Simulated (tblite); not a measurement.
Start geometry of `C[C@]([SiH3])(C(=S)CF)C1CC1` from a force field or distance geometry (Å):
```
atom  x, y, z in Å
C1     0.484    0.624   -1.743
C2    -0.276    0.203   -0.455
Si3   -1.931   -0.813   -1.060
C4    -0.768    1.414    0.419
S5    -0.952    2.976   -0.169
C6    -1.094    1.169    1.895
F7    -1.851    0.060    2.075
C8     0.586   -0.759    0.420
C9     1.954   -0.350    0.905
C10    1.815   -1.485   -0.065
H11    0.771   -0.240   -2.346
H12    1.377    1.195   -1.509
H13   -0.152    1.250   -2.386
H14   -1.501   -1.865   -2.017
H15   -2.849    0.159   -1.742
H16   -2.609   -1.434    0.118
H17   -0.157    1.038    2.459
H18   -1.635    2.004    2.341
H19   -0.029   -1.307    1.143
H20    2.394    0.578    0.551
H21    2.217   -0.582    1.931
H22    2.202   -1.328   -1.068
H23    2.001   -2.481    0.315
```

Q: What comes out of this run: GFN2-xTB geometry optimisation, gas phase in tblite 0.8.0?

A: 
```
atom  x, y, z in Å
C1     0.4478    0.6489   -1.6952
C2    -0.2676    0.1861   -0.4267
Si3   -1.8739   -0.7730   -1.0158
C4    -0.7629    1.3289    0.3550
S5    -1.0074    2.8218   -0.2697
C6    -1.0563    1.1708    1.8203
F7    -1.6663   -0.0190    2.1405
C8     0.5552   -0.7674    0.4280
C9     1.9207   -0.3823    0.9250
C10    1.7682   -1.4831   -0.0807
H11    0.6944   -0.1929   -2.3363
H12    1.3615    1.1871   -1.4463
H13   -0.1877    1.3285   -2.2572
H14   -1.3643   -1.8017   -1.9225
H15   -2.7167    0.1913   -1.7166
H16   -2.5481   -1.3696    0.1283
H17   -0.1171    1.2045    2.3892
H18   -1.7183    1.9703    2.1646
H19   -0.0401   -1.3369    1.1312
H20    2.3418    0.5547    0.5923
H21    2.1927   -0.6381    1.9385
H22    2.1160   -1.3019   -1.0840
H23    1.9237   -2.4999    0.2481
```

The energy falls by 0.405 eV over 59 L-BFGS steps, the largest force on an atom goes from 1.93 to 0.010 eV/Å, and the atoms move by 0.117 Å rms after alignment. The bond that changes most is C2–C4 (sp3 carbon bound to silicon to thiocarbonyl carbon), which shortens by 0.102 Å. Bonds longer at the end by more than 0.005 Å: 1 of 23; shorter: 15. Among the angles that change most is C2–Si3–H14, from 108.0° to 104.2°. Rotational constants go from 1017, 745.1, 735.8 to 1077, 794.4, 772.5 MHz. The orientation of the end geometry is arbitrary; only internal coordinates are fixed.

On Arm Neoverse V1, one thread, no GPU, shared host, this took 0.68 s of wall time.

Its GFN2-xTB frequencies are all real (lowest 44 cm⁻¹). One conformer, not necessarily the lowest. 3 starts were optimised and ended at 0.00, 0.24 and 4.47 kcal/mol (GFN2-xTB); the lowest of these is shown.

The numbers are calculated, not measured.
